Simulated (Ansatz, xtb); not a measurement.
# Two isomers of C5H5ClNP

Structure X: `CC1=C(Cl)N=CP=C1`, a singlet. Structure Y: `CC1=CN=C(Cl)C=P1`, a singlet. Both are isolated molecules in the gas phase, relaxed with PBE0-D3(BJ)/def2-SVP.

Quicker runs give these differences E(Y) − E(X): GFN2-xTB +0.010 eV; HF/STO-3G −0.044 eV (at GFN2-xTB geometries); r2SCAN-D4/def2-SVP −0.013 eV (at GFN2-xTB geometries).

Estimate E(Y) − E(X) at the level CCSD(T)/def2-SVP + ΔMP2/def2-TZVPP.

Too close to call at this level: CCSD(T)/def2-SVP + ΔMP2/def2-TZVPP gives E(Y) − E(X) = −0.031 eV.

Level by level:

```
                             level              geometry  E(Y) − E(X) (eV)  departure from the last row (eV)  job, with rough time for the two
                          GFN2-xTB              GFN2-xTB              +0.010                            +0.040              optimisation, 0.16 s
                         HF/STO-3G              GFN2-xTB              −0.044                            −0.013              single point, 0.48 s
                r2SCAN-D4/def2-SVP              GFN2-xTB              −0.013                            +0.018               single point, 4.5 s
              PBE0-D3(BJ)/def2-SVP  PBE0-D3(BJ)/def2-SVP              −0.020                            +0.010                optimisation, 28 s
                       HF/def2-SVP  PBE0-D3(BJ)/def2-SVP              −0.102                            −0.072           part of the CCSD(T) run
                      MP2/def2-SVP  PBE0-D3(BJ)/def2-SVP              −0.023                            +0.007           part of the CCSD(T) run
                  CCSD(T)/def2-SVP  PBE0-D3(BJ)/def2-SVP              −0.021                            +0.010                      single point
CCSD(T)/def2-SVP + ΔMP2/def2-TZVPP  PBE0-D3(BJ)/def2-SVP              −0.031                                                  single point, 83 s
```

As drawn, both hold the same kinds of bond in the same numbers.

The largest departure from CCSD(T)/def2-SVP + ΔMP2/def2-TZVPP is that of HF/def2-SVP, 0.072 eV. The last row adds to CCSD(T) the change of the MP2 difference between the two basis sets, here −0.010 eV.

With thermal terms from frequencies at re-optimised GFN2-xTB minima (ideal gas, soft modes damped towards free rotors, one conformer each, 298.15 K, 1 atm): the zero-point term adds −0.007 eV; ΔH is −0.031 and ΔG −0.052 eV.

The correlated steps freeze 16 core orbitals. Programs: Ansatz 0.2.0, xtb 6.7.1; the last row on 4 threads of Arm Neoverse V1 on a shared host.
